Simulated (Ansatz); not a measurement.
`N[B]([GeH3])CF` + `OC(O)O` → `OC(O)[O][GeH3]` + `NBCF`  (cleavage of the Ge–B bond)

Isolated molecules relaxed with PBE0-D4/def2-TZVP in Ansatz; ΔE leaves out vibrations. CBS: MP2 limit from def2 TZ/QZ plus the TZ coupled-cluster correction, frozen cores. DFT in def2-TZVPP. B3LYP here is the variant with VWN-RPA as its local correlation; programs differ in this. For Ge outer-core shells are correlated without core-valence functions, which leaves a few kJ/mol of doubt a bond. Scalar relativity is left out up to krypton. One conformer a species, not always the lowest.

```json
{"level": "r2SCAN-D4", "ΔE (kcal/mol)": "-10.1"}
{"level": "B3LYP-D4", "ΔE (kcal/mol)": "-10.9"}
{"level": "ωB97X-V", "ΔE (kcal/mol)": "-11.2"}
{"level": "B2PLYP", "ΔE (kcal/mol)": "-11.8"}
{"level": "PBE", "ΔE (kcal/mol)": "-7.6"}
{"level": "SCS-MP2/def2-TZVPP", "ΔE (kcal/mol)": "-12.9"}
{"level": "MP2/def2-QZVPP", "ΔE (kcal/mol)": "-11.3"}
{"level": "HF/CBS(def2)", "ΔE (kcal/mol)": "-15.7"}
```

Q: What does CCSD(T)/CBS give? (An estimate is asked.)

A: Computed: -9.9 kcal/mol. The listed levels differ from it by -0.2, -1.0, -1.3, -1.9, 2.3, -3.0, -1.4, -5.8 kcal/mol.

Largest T1 diagnostic among the species: 0.012.

In def2-TZVPP, CCSD(T) changes the Hartree–Fock value by +4.4 kcal/mol (the triples alone add +0.2 kcal/mol) and MP2 by +3.5 kcal/mol.
